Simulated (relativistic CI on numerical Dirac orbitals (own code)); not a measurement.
## Hyperfine structure of I47+, mass number 127

Method of calculation: Dirac-Coulomb-Breit CI, orbitals from a KLI potential per configuration, a model potential for QED, unscaled Slater integrals (own radial code, finite nucleus).

Configuration list (outside the closed core 1s2): 2s2 2p2, 2s 2p3, 2p4, 2p3 3s, 2p3 3p, 2p3 3d, 2s2 2p 3s, 2s2 2p 3p, 2s2 2p 3d, 2s 2p2 3s, 2s 2p2 3p, 2s 2p2 3d, 2s2 2p 4s, 2s2 2p 4p, 2s2 2p 4d, 2s2 2p 4f. Levels of other configurations are missing.

Nuclear spin I = 5/2, μ = 2.8087 μN, Q = -0.688 b (tables of Stone and Pyykkö). The electronic factors are computed for point nuclear moments, without core polarisation or the Bohr-Weisskopf and QED corrections.

```tsv
Level	E (Ry)	A (GHz)	B (GHz)
2s2 2p2 3P_1	22.4386	-120.6	-189
2s2 2p2 1D_2	23.5885	769.2	-324
2s2 2p2 3P_2	46.9189	335.3	-52.8
2s 2p3 3D°_3	59.5868	1681	1.11
2s 2p3 1D°_2	64.1118	-36.17	98.2
2s 2p3 3P°_1	64.3638	3346	-104
2p4 3P_2	78.4795	315.1	-48.1
```

Levels with J = 0, under 50 % of one LS term, or S terms without an open s electron are left out. Small factors come from cancelling terms and can be off by tens of per cent or more.

At this charge energies of transitions that change n are usually good to better than 1 %, and those within a shell (Δn = 0) to a few per cent.

Problem. Give the hyperfine levels of 2s2 2p2 1D_2 relative to its centre of gravity.

Solution. With K = F(F + 1) − I(I + 1) − J(J + 1), E = AK/2 + B[¾K(K + 1) − I(I + 1)J(J + 1)]/[2I(2I − 1)J(2J − 1)]: F = 1/2: -5611, F = 3/2: -4312, F = 5/2: -2226, F = 7/2: 522.4, F = 9/2: 3765 GHz.

LS names give the leading component of a level, which can be under half, so a name can repeat, a term be missing and a line seem to break the LS rules.
